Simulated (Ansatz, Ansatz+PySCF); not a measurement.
```xyz
5

C     0.0000    0.0000   -1.2089
Cl    0.0000    0.0000    0.7085
H     0.0000   -1.1195   -1.5969
H    -0.9696    0.5598   -1.5969
H     0.9696    0.5598   -1.5969
```

Basis set: def2-SVP (spherical functions). Correlated methods keep 6 orbitals frozen. Charge 0, multiplicity 1.

Computed with Ansatz (development build ahead of 0.2.0); each method stands on the lowest determinant of its kind that the runs found. Restricted open shells among the atoms or ions are ROHF, correlated in semicanonical orbitals with singles.

Give the atomization energy at this shape (free ground-state atoms in the same class of orbitals less the molecule, no zero-point energy) of singlet CH3Cl by RHF-CCSD(T), RHF-MP2, RHF, UHF.

```csv
method,atomization energy
RHF-CCSD(T),15.72 eV
RHF-MP2,15.66 eV
RHF,12.41 eV
UHF,12.19 eV
```

Caution: the shape is not the minimum.
